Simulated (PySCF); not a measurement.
## Removing an electron from (Cl3Sn)2Se

(Cl3Sn)2Se.
Cartesian coordinates in Å at the PBE0-D3(BJ)/def2-SVP level; atoms count from 1:
```xyz
9
Cl6SeSn2 angstrom
Sn    -0.3012    1.7711    0.5204
Cl    -1.8547    3.4945    0.5381
Cl    -0.6272    0.4862    2.4259
Cl     1.8376    2.6629    0.5831
Se    -0.7503    0.4760   -1.5886
Sn     0.2075   -1.7040   -0.7766
Cl    -1.1868   -2.9849    0.5582
Cl     2.1699   -1.3351    0.4084
Cl     0.6379   -2.9362   -2.6945
```

Level: CAM-B3LYP/def2-SVPD (PySCF). Frontier orbitals with their largest atomic shares (Löwdin; up to four atoms above 4 %):

| orbital | ε (eV) | main atoms |
| --- | --- | --- |
| HOMO−3 | -11.05 | Cl7 26 %, Cl8 21 %, Cl3 18 %, Cl9 15 % |
| HOMO−2 | -10.90 | Se5 23 %, Cl9 19 %, Cl7 14 %, Cl8 13 % |
| HOMO−1 | -10.89 | Se5 39 %, Cl3 19 %, Cl4 11 %, Cl8 9 % |
| HOMO | -9.87 | ? |
| LUMO | -2.81 | Se5 23 %, Sn6 13 %, Sn1 13 %, Cl9 10 % |
| LUMO+1 | -2.66 | Se5 27 %, Sn1 12 %, Sn6 11 %, Cl3 10 % |
| LUMO+2 | -0.44 | Sn1 20 %, Se5 20 %, Sn6 19 %, Cl3 10 % |

Q: What vertical ionisation energy does ΔSCF give, and how far is −ε(HOMO) from it?

A: ΔSCF: 10.30 eV (993 kJ/mol; threshold wavelength 120 nm); ⟨S²⟩ of the doublet left behind is 0.754, against 0.75 for a pure doublet. −ε(HOMO) is 9.87 eV, 0.43 eV below it. In exact Kohn–Sham theory the two would be equal; CAM-B3LYP (range-separated hybrid) falls short of its own ΔSCF value by 4 %. Holes in the HOMO−1 and HOMO−2 were tried too where these lie within 1.2 eV of the HOMO; the lowest converged state counts.

Q: On which atoms does the HOMO lie?

A: Se5 (selenium bonded to 2 Sn) 79 %, Sn6 (tin bonded to 3 Cl and Se) 5 %, Sn1 (tin bonded to 3 Cl and Se) 4 %, so more than half of it is on one atom. The HOMO−1 lies 1.02 eV lower.

Q: And the vertical electron affinity, the fundamental gap, Mulliken's electronegativity and the hardness (with the factor ½)?

A: EA = 2.32 eV by ΔSCF (−ε(LUMO) = 2.81 eV). IE − EA = 7.98 eV against an orbital gap of 7.06 eV; (IE + EA)/2 = 6.31 eV; (IE − EA)/2 = 3.99 eV. Parr's electrophilicity index (IE + EA)²/[8(IE − EA)] is 2.49 eV.

Q: The lowest singlet excitation (vertical TDDFT, same level) lies at 3.90 eV. How far is it below IE − EA?

A: IE − EA = 7.98 eV, so by 4.08 eV.

Q: Shift the occupied levels rigidly so that −ε(HOMO) equals the ΔSCF value. What binding energies result?

A: The shift is +0.43 eV: HOMO 10.30, HOMO−1 11.32, HOMO−2 11.33, HOMO−3 11.48 eV. A rigid shift is only a rough guide to the deeper ionisations.

Q: What kinetic energy would electrons from this vertical process carry with Lyman-α light (10.199 eV)?

A: The photon is 0.10 eV short of the vertical value.

Isolated species at its PBE0-D3(BJ)/def2-SVP geometry, gas phase. Atoms past krypton carry effective core potentials; spin–orbit coupling is left out. The calculation is non-relativistic apart from the core potentials, for selenium too.
